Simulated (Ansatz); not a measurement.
C₂H₇AlBF (`CC(F)[BH][AlH2]`). The species carries charge 0 and has multiplicity 1. Geometry: relaxed with PBE0-D4/def2-TZVP. It is one conformer, not always the lowest.

```xyz
12

C     0.169    1.461   -0.821
C     0.319    0.534    0.356
F    -1.085    0.162    0.773
B     1.001   -0.848    0.109
Al   -0.807   -1.874    0.542
H     1.148    1.882   -1.057
H    -0.516    2.279   -0.590
H    -0.201    0.935   -1.702
H     0.687    1.058    1.244
H     2.152   -0.884   -0.201
H    -1.070   -2.461    1.999
H    -1.798   -2.243   -0.651
```

(1) What is the dipole moment at ωB97M-V/def2-TZVPP? (Best estimate.)

(2) And with PBE, r2SCAN, B3LYP? (Best estimate.)

(3) Give the Mulliken charges with ωB97M-V, PBE, B3LYP in def2-TZVPP. (Estimate.)

Answers

(1) Ansatz gave: 3.67 D, with components (2.00, 3.00, -0.71) D in this frame, pointing from negative to positive charge.

(2) The calculation gave: PBE 3.48 D, r2SCAN 3.60 D, B3LYP 3.62 D.

(3) Computed: 
```json
{"atom": "C1", "ωB97M-V": "-0.30", "PBE": "-0.26", "B3LYP": "-0.26"}
{"atom": "C2", "ωB97M-V": "0.14", "PBE": "0.17", "B3LYP": "0.19"}
{"atom": "F3", "ωB97M-V": "-0.21", "PBE": "-0.18", "B3LYP": "-0.24"}
{"atom": "B4", "ωB97M-V": "-0.28", "PBE": "-0.17", "B3LYP": "-0.17"}
{"atom": "Al5", "ωB97M-V": "0.30", "PBE": "0.25", "B3LYP": "0.33"}
{"atom": "H6", "ωB97M-V": "0.12", "PBE": "0.10", "B3LYP": "0.10"}
{"atom": "H7", "ωB97M-V": "0.13", "PBE": "0.10", "B3LYP": "0.11"}
{"atom": "H8", "ωB97M-V": "0.12", "PBE": "0.10", "B3LYP": "0.10"}
{"atom": "H9", "ωB97M-V": "0.13", "PBE": "0.11", "B3LYP": "0.12"}
{"atom": "H10", "ωB97M-V": "0.12", "PBE": "0.05", "B3LYP": "0.06"}
{"atom": "H11", "ωB97M-V": "-0.13", "PBE": "-0.14", "B3LYP": "-0.17"}
{"atom": "H12", "ωB97M-V": "-0.14", "PBE": "-0.14", "B3LYP": "-0.17"}
```

B3LYP here is the variant with VWN-RPA as its local correlation; programs differ in this.
